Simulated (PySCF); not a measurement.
# What a mistake does to a calculation on BClGeH3

These are calculations, not measurements. The program is PySCF 2.14.0, an open-source quantum chemistry code, run on an isolated molecule that a program drew, which may never have been made. The molecule is BClGeH3 (charge 0, doublet), drawn as the SMILES string `Cl[B][GeH3]`.

Each row is a Hartree-Fock (HF) and frozen-core CCSD(T) single point in the cc-pV(D+d)Z basis, meant for a local HF minimum. Run 1 is clean. Each other run has one planted mistake out of seven kinds, and not every kind appears here: one electron removed, one electron added, multiplicity raised by two, geometry at a saddle point, minimal basis STO-3G, one bond length entered in bohr, all coordinates scaled. The reference is restricted for singlets and unrestricted otherwise, and also for a bond in bohr. Adding or removing an electron swaps singlet and doublet. Electrons count all cores. HOMO and LUMO are orbital energies over both spins, the gradient is its largest component, and the lowest frequency (negative if imaginary) is given only where the gradient is small. Bond lengths are over the 5 bonds as drawn. T1 is the CCSD diagnostic: over 0.02 (restricted) or 0.045 (unrestricted) a single reference is doubtful. Germanium has the cc-pVDZ-PP basis, with a core potential (ECP10MDF) in place of its 10 inner electrons, and its 3s, 3p and 3d shells are frozen in CCSD(T).

Geometry of the clean run:
```xyz
6
BClGeH3, angstrom
Cl   -1.0557    2.6178    2.3997
B    -0.0226    1.8335    1.2401
Ge    0.3128   -0.2062    0.9685
H    -0.0850   -0.5740   -0.4642
H    -0.4763   -1.0816    1.9498
H     1.8098   -0.4775    1.1455
```

| run | electrons | basis functions | <S^2> | HOMO (eV) | LUMO (eV) | gradient (hartree/bohr) | lowest frequency (cm^-1) | mean bond (Å) | longest bond (Å) | T1 | HF (hartree) | CCSD(T) (hartree) | mistake |
|---|---|---|---|---|---|---|---|---|---|---|---|---|---|
| 1 | 57 | 75 | 0.757 | -8.83 | 1.29 | 1.0e-05 | 43 | 1.6844 | 2.085 | 0.0168 | -779.27765 | -779.62927 | no fault |
| 2 | 58 | 75 | 0.000 | -0.13 | 7.64 | 5.4e-02 | - | 1.6844 | 2.085 | 0.0146 | -779.23518 | -779.61873 | one electron added |
| 3 | 57 | 75 | 1.424 | -9.03 | 1.23 | 9.4e-03 | - | 1.9573 | 2.898 | 0.0458 | -779.18777 | -779.53252 | ? |
| 4 | 56 | 75 | 0.000 | -17.96 | -6.39 | 7.0e-02 | - | 1.6844 | 2.085 | 0.0226 | -778.99541 | -779.35232 | ? |

**Which mistake was planted in run 3, and what did it cost?**

The mean bond changes by a factor of 1.162 and the longest by 1.390, so the molecule wasn't scaled as a whole. A length L in bohr read as angstrom grows by (1/0.5292 - 1) L = 0.890 L. The 5 bonds together grew by 5 x 0.2729 = 1.365 Å, which gives L = 1.534 Å. That is the length of one of the Ge-H bonds, 1.534 Å in the clean geometry. So the mistake is: one bond length entered in bohr. Subtracting run 1 and multiplying by 627.51 kcal/mol a hartree, the energy moved by 56.4 kcal/mol in HF and 60.7 kcal/mol in CCSD(T).

**Which mistake was planted in run 4, and what did it cost?**

It counts 56 electrons, one fewer than the clean run, at the same geometry and basis. So the mistake is: one electron removed. Subtracting run 1 and multiplying by 627.51 kcal/mol a hartree, the energy moved by 177.1 kcal/mol in HF and 173.8 kcal/mol in CCSD(T).

Cautions from the logs. Run 2: the added electron raises the CCSD(T) energy, so it isn't bound in this basis; run 3: T1 is over the limit, so its CCSD(T) energy is less reliable; run 4: T1 is over the limit, so its CCSD(T) energy is less reliable.
